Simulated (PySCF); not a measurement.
## Radial density of Sc⁺ (scandium, charge +1)

M06-L, [Ar] 3d1 4s1, high-spin 3D determinant. All numbers are calculated (PySCF 2.14, no relativity, point nucleus, in cc-pVTZ (7s6p4d2f1g, 68 functions)).

```tsv
r (bohr)	4πr²ρ (e/bohr)	4πr²(ρα − ρβ)
0.00131	0.1258	0.0001
0.00220	0.3428	0.0002
0.00370	0.9108	0.0004
0.00622	2.318	0.0011
0.0105	5.489	0.0026
0.0176	11.52	0.0054
0.0296	19.81	0.0086
0.0498	24.74	0.0080
0.0838	20.66	0.0020
0.141	19.29	0.0131
0.237	26.31	0.0530
0.399	14.95	0.1257
0.671	7.110	0.4606
1.13	8.094	0.5646
1.90	2.010	0.4892
3.19	0.4985	0.4712
5.37	0.07530	0.0753
9.03	0.0003713	0.0004
```
